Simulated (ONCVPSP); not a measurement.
# cobalt: variants of one ONCV potential

Base potential:

* Element: Co (Z = 27)
* Generator: ONCVPSP 4.0.1
* Type: optimised norm-conserving Vanderbilt (ONCV)
* Functional: PW91
* Relativity: scalar-relativistic
* Frozen core: [Ne]
* Valence charge: 17
* Reference configuration: 3s2 3p6 3d7 4s2
* Partial waves: 3s+4s: rc 1.50 bohr, ncon 5, nbas 8, qcut 7.8 1/bohr, 3 projectors, debl 1.6 Ha; 3p: rc 0.90 bohr, ncon 3, nbas 6, qcut 10.5 1/bohr, 2 projectors, debl 2.2 Ha; 3d: rc 1.75 bohr, ncon 5, nbas 10, qcut 10.5 1/bohr, 1 projector
* Local potential: polynomial inside 0.55 bohr (lpopt 3, dvloc0 3 Ha)
* Core correction: none

In the p channel the program set the typed energies aside and used -2.414, 0.250 Ha.

All-electron outer shells of the reference configuration (PW91, scalar-relativistic, ld1.x):

```
shell  level (eV)  outermost node (bohr)  outermost maximum (bohr)
   2p     -770.32                      –                      0.17
   3s     -102.40                   0.31                      0.66
   3p      -65.69                   0.28                      0.68
   3d       -8.28                      –                      0.66
   4s       -5.53                   0.96                      2.32
```

Cutoffs, loose and tight: the cutoffs (Ha) at which the residual kinetic energy of the hardest occupied pseudo-wave falls to 1 and 0.1 mHa per electron. They do not see the model core or the augmentation charge, which bear on the density cutoff. Test errors are all-electron minus pseudo excitation energies from the reference, over the configurations 3s2 3p6 3d7 4s1; 3s2 3p6 3d7 4s0; 3s2 3p6 3d6 4s0; 3s2 3p6 3d5 4s0. A dash means not determined; rows that change the core or the reference have their own tests.

1 further variants are left out, since the program set their typed debl aside.

```csv
change,outcome,"cutoff, loose","cutoff, tight",bound ghosts,GHOST(+) flags above zero,largest test error (meV)
base,"generated, projector energies reset by the program",41 Ha,46 Ha,none,s,+255
p: rc 1,"generated, projector energies reset by the program",41 Ha,46 Ha,none,s,+256
"local potential polynomial inside 0.55 bohr (lpopt 3, dvloc0 6.5 Ha)","generated, projector energies reset by the program",41 Ha,46 Ha,none,s,+255
```

(1) What comes out with this change to the base: d: nproj 3?

Results:

(1) outcome: generated, projector energies reset by the program; cutoff, loose: 41 Ha; cutoff, tight: 46 Ha; bound ghosts: none; GHOST(+) flags above zero: s; largest test error (meV): +438.
